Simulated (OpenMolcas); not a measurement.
## Mo4+ in Cs2GeF6: curves along the breathing mode

Mo4+ with its 6 nearest fluoride ions, on the Ge site of Cs2GeF6 (a = 9.021 Å, distance in the model lattice 1.804 Å). The rest of the host is ab initio model potentials to 7.6 Å and point charges beyond; the distance is set by hand and nothing relaxes. Ligand basis ANO-RCC-VDZP.

| Property | Result |
| --- | --- |
| Program | OpenMolcas 26.06 |
| Method | SS-CASPT2, IPEA 0.25 Eh, imaginary shift 0.1 Eh (closed shells correlated: 4s 4p and the ligand valence shells) |
| Basis | ANO-RCC-VDZP [6s5p3d1f] |
| Scalar Hamiltonian | DKH2, point nucleus |
| Active space | 2 electrons in 5 orbitals (4d) |
| State averaging | 2S+1 = 3 even, 10 roots; 2S+1 = 1 even, 15 roots |
| Spin-orbit coupling | RASSI with atomic mean-field integrals over the reference wave functions |

Spin-free energies (labels of O, the rotations of Oh) in cm-1 above the lowest fitted minimum, as all ligands move together:

```
R (Å)    3T1    1T2     1E    1A1  3T1(2)    1T1     3A2
 1.78  20750  28340  28350  38900   74130  77730  115840
1.822  10030  17690  17800  28380   59440  63070   96860
1.864   3570  11290  11400  22020   49320  52820   82910
1.905    540   8300   8440  19090   43120  46710   73400
1.947    220   8010   8150  18810   39920  43610   67200
1.989   2050   9930  10090  20760   39300  42870   64010
2.031   5840  13670  13860  24520   40830  44490   63310
```

Cubic fits give the following; the wavenumber is harmonic, with the mass of all moving ligands, small differences in it between states hang on the degree of the fit, a number in brackets counts states of one label, and the table is a selection of at most 14 states with clean curves.

| State | R0 (Å) | Breathing mode (cm-1) | Minimum (cm-1) |
| --- | --- | --- | --- |
| 3T1 | 1.931 | 648 | 0 |
| 1T2 | 1.930 | 648 | 7800 |
| 1E | 1.930 | 648 | 7940 |
| 1A1 | 1.930 | 647 | 18590 |
| 3T1(2) | 1.978 | 604 | 39280 |
| 1T1 | 1.977 | 603 | 42910 |
| 3A2 | 2.026 | 555 | 63280 |
| 1E(2) | 2.028 | 549 | 70880 |
| 1A1(2) | 2.026 | 551 | 80820 |

The minimum of 3T1(2) is shifted by +0.0472 Å against 3T1 (from the unrounded fits). With M = 114.0 u for the moving shell, the Huang-Rhys factor in this mode is S = M ω ΔR² / 2ħ = 0.01483 × 114.0 × 648 × 0.0472² = 2.44. Only the first shell moves, against a rigid host.

Roots that are degenerate in the reference are averaged as groups; the widest CASPT2 spread within a group is 960 cm-1 (the 3-fold group of multiplicity 1 near 50200 cm-1 above the lowest state of its run, R = 1.822). Shifts and gaps below about the spread of the groups concerned are not significant. Over all roots computed the reference weight is 0.72 to 0.73 in R = 1.78, 0.71 to 0.73 in R = 1.822, 0.71 to 0.72 in R = 1.864, 0.71 to 0.72 in R = 1.905, 0.71 to 0.72 in R = 1.947, 0.71 to 0.72 in R = 1.989, 0.70 to 0.71 in R = 2.031; a low but even weight reflects the number of correlated electrons. An orbital triplet at a regular site is open to Jahn-Teller coupling, which can distort the site and quench the lowest spin-orbit gaps and is left out. Ligand-to-metal charge-transfer states are missing. With no ligand orbital active B as a rule stays too high, so bands that hang on it stand too high and its fall with covalency is understated. With one d shell and no ligand orbital active, 10Dq can be off by a tenth or more. The least metal-like active orbital is 73 % on the metal (Löwdin) and no ligand orbital is active, so the numbers are rough (holds for R = 1.78). The least metal-like active orbital is 75 % on the metal (Löwdin) and no ligand orbital is active, so the numbers are rough (holds for R = 1.822). The least metal-like active orbital is 76 % on the metal (Löwdin) and no ligand orbital is active, so the numbers are rough (holds for R = 1.864; R = 1.905). The least metal-like active orbital is 77 % on the metal (Löwdin) and no ligand orbital is active, so the numbers are rough (holds for R = 1.947). The least metal-like active orbital is 78 % on the metal (Löwdin) and no ligand orbital is active, so the numbers are rough (holds for R = 1.989; R = 2.031). No measured value stands beside these numbers.
